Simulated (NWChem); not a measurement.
Species: silylphosphine (SiPH5); SMILES [SiH3]P

```xyz
7

Si    -0.0001     1.0857    -0.0221
P      0.0001    -1.1921    -0.0910
H     -1.2109     1.5693    -0.7367
H      1.2065     1.5696    -0.7438
H      0.0039     1.6565     1.3525
H     -1.0367    -1.3499     0.8747
H      1.0428    -1.3496     0.8684
```
Atoms are numbered in this order, from 1.

Computed with NWChem. Pople sets run with spherical d functions. The geometry was optimised at B3LYP/6-31G* (spherical d). GIAO values for the isolated, static molecule; σ is the absolute isotropic shielding.

Task: Order these by “σ P2 (ppm)”, lowest first: PBE0/def2-TZVP; PBE0/def2-SVP; PBE0/6-31G*; PBE0/IGLO-II.

Result: PBE0/def2-TZVP (588.1), PBE0/IGLO-II (607.4), PBE0/6-31G* (627.8), PBE0/def2-SVP (653.0)
